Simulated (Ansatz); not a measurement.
`N[SiH2][Si](N)(F)F` and `N[Si](F)(F)F` differ in one atom or group.

Ansatz, PBE0-D4/def2-TZVP geometries, multiplicity 1. Each molecule was computed in one conformer, which needn't be the lowest.

| property | `N[SiH2][Si](N)(F)F` |
| --- | --- |
| HOMO energy (B3LYP/def2-TZVPP) / eV | -7.24 |
| HOMO–LUMO gap (PBE0/def2-TZVPP) / eV | 7.35 |
| size of the dipole moment (ωB97M-V/def2-TZVPP) / D | 2.25 |
| size of the dipole moment (B3LYP/def2-TZVPP) / D | 2.27 |
| LUMO energy (PBE/def2-TZVPP) / eV | -0.94 |
| HOMO energy (PBE0/def2-TZVPP) / eV | -7.46 |

(1) Give the same properties after the change, and the shifts. (Best estimate.)

## Answers

(1) Computed: 
```json
{"property": "HOMO energy (B3LYP/def2-TZVPP) / eV", "`N[Si](F)(F)F`": "-8.38", "shift": "-1.14"}
{"property": "HOMO–LUMO gap (PBE0/def2-TZVPP) / eV", "`N[Si](F)(F)F`": "9.13", "shift": "1.78"}
{"property": "size of the dipole moment (ωB97M-V/def2-TZVPP) / D", "`N[Si](F)(F)F`": "2.82", "shift": "0.57"}
{"property": "size of the dipole moment (B3LYP/def2-TZVPP) / D", "`N[Si](F)(F)F`": "2.84", "shift": "0.57"}
{"property": "LUMO energy (PBE/def2-TZVPP) / eV", "`N[Si](F)(F)F`": "-0.39", "shift": "0.55"}
{"property": "HOMO energy (PBE0/def2-TZVPP) / eV", "`N[Si](F)(F)F`": "-8.65", "shift": "-1.19"}
```

With PBE0 the HOMO falls by 1.19 eV and the LUMO rises by 0.59 eV, so the gap widens by about 1.78 eV. PBE moves the HOMO by -1.01 eV and ωB97M-V by -1.32 eV. Dipoles are sizes alone; their direction can turn.

B3LYP here is the variant with VWN-RPA as its local correlation; programs differ in this.
